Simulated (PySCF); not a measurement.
Molecular orbitals of GaF⁺

r²SCAN at R = 1.735 Å; basis Ga aug-cc-pVDZ-PP with ECP10, F aug-cc-pVDZ; scalar-relativistic core potentials; PySCF 2.14. State: ²Σ⁺ (doublet), unpaired electrons σ ↑. Only the outer orbitals are listed, counted within each symmetry, core potentials removing the inner ones.

```json
{"spin": "α", "orbital": "6σ", "occ.": "1", "ε (eV)": "-19.84", "on Ga (%)": "37", "main shells (%)": "60 F p, 36 Ga s"}
{"spin": "α", "orbital": "3π", "occ.": "1", "ε (eV)": "-17.12", "on Ga (%)": "5", "main shells (%)": "95 F p"}
{"spin": "α", "orbital": "3π", "occ.": "1", "ε (eV)": "-17.12", "on Ga (%)": "5", "main shells (%)": "95 F p"}
{"spin": "α", "orbital": "7σ", "occ.": "1", "ε (eV)": "-16.12", "on Ga (%)": "74", "main shells (%)": "57 Ga s, 26 F p, 17 Ga p"}
{"spin": "α", "orbital": "4π", "occ.": "0", "ε (eV)": "-9.40", "on Ga (%)": "98", "main shells (%)": "96 Ga p"}
{"spin": "α", "orbital": "4π", "occ.": "0", "ε (eV)": "-9.40", "on Ga (%)": "98", "main shells (%)": "96 Ga p"}
{"spin": "α", "orbital": "8σ", "occ.": "0", "ε (eV)": "-6.18", "on Ga (%)": "102", "main shells (%)": "81 Ga p, 12 Ga d, 9 Ga s"}
{"spin": "β", "orbital": "6σ", "occ.": "1", "ε (eV)": "-18.78", "on Ga (%)": "35", "main shells (%)": "62 F p, 32 Ga s"}
{"spin": "β", "orbital": "3π", "occ.": "1", "ε (eV)": "-16.89", "on Ga (%)": "5", "main shells (%)": "95 F p"}
{"spin": "β", "orbital": "3π", "occ.": "1", "ε (eV)": "-16.89", "on Ga (%)": "5", "main shells (%)": "95 F p"}
{"spin": "β", "orbital": "7σ", "occ.": "0", "ε (eV)": "-13.83", "on Ga (%)": "78", "main shells (%)": "67 Ga s, 23 F p, 10 Ga p"}
{"spin": "β", "orbital": "4π", "occ.": "0", "ε (eV)": "-8.25", "on Ga (%)": "99", "main shells (%)": "98 Ga p"}
{"spin": "β", "orbital": "4π", "occ.": "0", "ε (eV)": "-8.25", "on Ga (%)": "99", "main shells (%)": "98 Ga p"}
```

Task: Which are the highest filled and the lowest empty level, where do they sit, and how wide is the gap?

Result: Highest filled α 7σ at -16.12 eV (in %: 57 Ga s, 26 F p, 17 Ga p); lowest empty β 7σ at -13.83 eV (in %: 67 Ga s, 23 F p, 10 Ga p); the gap at r²SCAN is 2.29 eV.

```
bond order (Mayer)                                                                                                : 0.98
⟨S²⟩                                                                                                              : 0.755
charge on Ga (Mulliken, basis-dependent)                                                                          : 1.34
charge on Ga (Löwdin, basis-dependent)                                                                            : 1.40
dipole moment (positive dipole points towards F; it is taken about the centre of mass and depends on that origin) : -3.54 D
```

Shares are Mulliken populations and can fall outside 0 to 100 %.

Spin–orbit coupling is left out. The state was picked by a PBE0 search and need not be the measured ground state.
